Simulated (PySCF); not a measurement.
Compound: C2H6O2Si.
Z-matrix (Å and degrees, PBE0-D3(BJ)/def2-SVP geometry), rows numbered from 1:
```
C 
C   1  1.5348
O   2  1.4157  1  107.27
Si  3  1.6759  2  109.18  1    26.34
O   1  1.4154  2  107.24  3   -34.53
H   1  1.1065  2  110.50  3    85.30
H   1  1.1013  2  111.71  3  -154.49
H   2  1.1014  1  111.65  3  -119.98
H   2  1.1063  1  110.49  3   119.83
H   4  1.4882  3  110.07  2  -129.08
H   4  1.4879  3  114.46  2   105.81
```

Mulliken charges (e) from the PBE0/pcSseg-1 density (PySCF), one withheld:

| atom | bonded to | charge |
| --- | --- | --- |
| C1 | C2 O5 H6 H7 | +0.0326 |
| C2 | C1 O3 H8 H9 | +0.0346 |
| O3 | C2 Si4 | -0.6296 |
| Si4 | O3 O5 H10 H11 | ? |
| O5 | Si4 C1 | -0.6291 |
| H6 | C1 | +0.1152 |
| H7 | C1 | +0.1279 |
| H8 | C2 | +0.1275 |
| H9 | C2 | +0.1153 |
| H10 | Si4 | -0.1318 |
| H11 | Si4 | -0.1311 |

Q: What is the charge on Si4?

A: The charges add up to the total charge, 0. The others sum to -0.9685, which leaves +0.9685 e for Si4 (oxygen-bound silicon); the computed value is +0.9686, the difference coming from rounding.

Q: Add each hydrogen's charge to the atom that carries it.

A: C1 +0.2757, C2 +0.2774, Si4 +0.7057. Atoms without hydrogen keep their charges.

Q: Across which bond do the charges differ most?

A: Si4–O3: +0.9686 on Si4 against -0.6296 on O3, a difference of 1.5982 e (Si4–O5 within 0.003 e of it). The lower charge is on the more electronegative element of the two (Pauling values: O 3.44, Si 1.90).

Q: Take the bonds between elements whose Pauling electronegativities differ by more than 0.25. In how many does the more electronegative atom carry the lower charge?

A: In 10 of 10.

Q: How much positive and how much negative charge does this set hold in all?

A: +1.5217 e on 7 atoms and -1.5216 e on 4.

The Mulliken scheme counts on each atom the diagonal of the density matrix times the overlap matrix over that atom's basis functions. The structure is a single PBE0-D3(BJ)/def2-SVP conformer in the gas phase; no vibrational or solvent corrections.

These values come from a run that also computed NMR shieldings. On an Arm Neoverse V1 with one thread (shared host), this took 8.7 s.
